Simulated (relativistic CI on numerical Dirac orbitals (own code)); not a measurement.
# Tc³⁺: resonant inelastic scattering at the L2,3 edge

Computed with this model: Dirac-Coulomb-Breit CI, KLI orbitals optimised for each configuration, model QED (radiative potential, 1s self-energy scaled to tabulated hydrogen-like ionisation energies), valence Slater integrals scaled by 0.8, Kramers-Heisenberg scattering through one core-hole configuration in a parametric crystal field; configurations [Kr] 4d4 → [He] 2s2 2p5 3s2 3p6 3d10 4s2 4p6 4d5; 300 K; core-hole width 1.6 eV; summed over polarisations. Incident energies are the highest absorption maxima for each field (at most a few, so the weaker spin-orbit partner edge can be absent), on the computed scale of the free ion. Intensities are in per cent of the strongest line above 0.02 eV; levels within 1 cm⁻¹ are merged; final levels count from the ground level, the first row holds all elastic scattering, lines under 0.4 are left out and each table stops after 24 rows. The scale of the Slater integrals is a model choice and moves the terms in proportion.

Field parameters in Wybourne normalisation: D4h B²₀ = −7Ds, B⁴₀ = 21(Dq − Dt), B⁴₄ = 21√(5/14) Dq; Oh B⁴₀ = 21Dq, B⁴₄ = √(5/14) B⁴₀. The field is a parameter set, without covalency.

S is read from ⟨S²⟩ = S(S + 1).

Oh, 10Dq = 33200 cm⁻¹:

| Final level (eV) | Degeneracy | Irrep | S | 2679.7 eV | 2683 eV | 2799.4 eV |
| --- | --- | --- | --- | --- | --- | --- |
| 0.000 | 1 | A1 | 1.00 | 458.6 | 1002.1 | 115.9 |
| 0.075 | 3 | T1 | 1.01 | 33.1 | 7.2 | 7.9 |
| 0.183 | 3 | T2 | 1.00 | 20.7 | 13.6 | 6.0 |
| 0.184 | 2 | E | 1.00 | 15.1 | 39.1 | 11.2 |
| 1.180 | 3 | T2 | 0.03 | 19.4 | 1.3 | 2.4 |
| 1.290 | 2 | E | 0.02 | 17.7 | 5.2 | 2.8 |
| 2.121 | 1 | A2 | 2.00 | 0.0 | 0.4 | 0.3 |
| 2.123 | 3 | T2 | 2.00 | 1.5 | 18.7 | 25.0 |
| 2.125 | 2 | E | 2.00 | 1.7 | 12.6 | 25.6 |
| 2.127 | 3 | T1 | 1.99 | 1.0 | 17.1 | 11.4 |
| 2.128 | 1 | A1 | 1.99 | 2.0 | 40.1 | 24.1 |
| 2.516 | 1 | A1 | 0.03 | 24.9 | 4.7 | 3.4 |
| 3.909 | 3 | T1 | 1.00 | 8.8 | 37.6 | 64.9 |
| 3.924 | 1 | A1 | 1.00 | 1.8 | 29.7 | 19.4 |
| 3.926 | 3 | T2 | 1.00 | 1.1 | 5.9 | 11.9 |
| 3.959 | 3 | T1 | 1.00 | 7.4 | 100.0 | 18.2 |
| 4.049 | 2 | E | 1.00 | 1.5 | 32.0 | 7.1 |
| 4.056 | 3 | T2 | 1.00 | 0.5 | 7.8 | 1.2 |
| 4.075 | 3 | T1 | 1.01 | 2.3 | 31.1 | 25.1 |
| 4.077 | 2 | E | 1.00 | 0.5 | 4.5 | 5.0 |
| 4.144 | 3 | T2 | 1.00 | 0.9 | 14.6 | 6.1 |
| 4.188 | 1 | A2 | 1.00 | 0.1 | 1.2 | 0.1 |
| 4.257 | 3 | T1 | 1.00 | 1.4 | 21.4 | 6.5 |
| 4.414 | 3 | T2 | 1.00 | 0.4 | 10.9 | 18.7 |

D4h, 10Dq = 44700, Ds = 1260, Dt = -240 cm⁻¹:

| Final level (eV) | Degeneracy | Irrep | S | 2679.2 eV | 2684 eV | 2800.4 eV |
| --- | --- | --- | --- | --- | --- | --- |
| 0.000 | 1 | A1 | 0.99 | 651.4 | 1484.9 | 220.6 |
| 0.027 | 1 | A2 | 1.00 | 86.4 | 3.6 | 2.0 |
| 0.076 | 2 | E | 1.00 | 9.2 | 12.3 | 12.5 |
| 0.138 | 1 | B2 | 1.00 | 33.3 | 16.4 | 3.6 |
| 0.138 | 1 | B1 | 1.00 | 32.0 | 27.8 | 5.0 |
| 0.689 | 1 | A1 | 0.97 | 23.3 | 5.8 | 1.9 |
| 0.690 | 2 | E | 0.99 | 20.8 | 9.4 | 5.0 |
| 0.904 | 1 | A1 | 0.10 | 41.0 | 6.0 | 2.1 |
| 1.169 | 2 | E | 0.05 | 32.6 | 1.1 | 0.9 |
| 1.757 | 1 | B2 | 0.01 | 12.3 | 1.0 | 1.0 |
| 1.861 | 1 | B1 | 0.01 | 13.2 | 1.4 | 1.3 |
| 2.986 | 1 | A1 | 0.02 | 24.7 | 2.0 | 1.5 |
| 3.614 | 1 | B1 | 2.00 | 0.2 | 3.0 | 4.4 |
| 3.615 | 2 | E | 2.00 | 0.4 | 10.5 | 12.6 |
| 3.616 | 2 | A1+A2 | 2.00 | 2.8 | 54.4 | 51.9 |
| 4.089 | 2 | B1+B2 | 2.00 | 1.3 | 39.4 | 28.6 |
| 4.091 | 2 | E | 2.00 | 0.8 | 24.0 | 21.6 |
| 4.091 | 1 | A1 | 2.00 | 0.4 | 16.9 | 12.2 |
| 5.412 | 1 | A2 | 1.00 | 3.7 | 100.0 | 42.9 |
| 5.412 | 1 | A1 | 1.00 | 2.4 | 69.2 | 33.9 |
| 5.453 | 2 | E | 1.00 | 1.1 | 20.9 | 12.0 |
| 5.461 | 2 | E | 1.00 | 7.0 | 86.7 | 30.8 |
| 5.469 | 1 | B2 | 1.00 | 0.6 | 8.7 | 5.5 |
| 5.504 | 1 | B1 | 1.00 | 0.3 | 7.6 | 4.7 |

For the first field the strongest loss at the lowest incident energy is the level at 0.08 eV (S = 1.01, against 1.00 in the thermal ground state). Levels of other spin, the first over 8 % at 1.18 eV, appear because spin-orbit coupling of the core hole, and in heavier ions of the valence shell too, mixes spins.
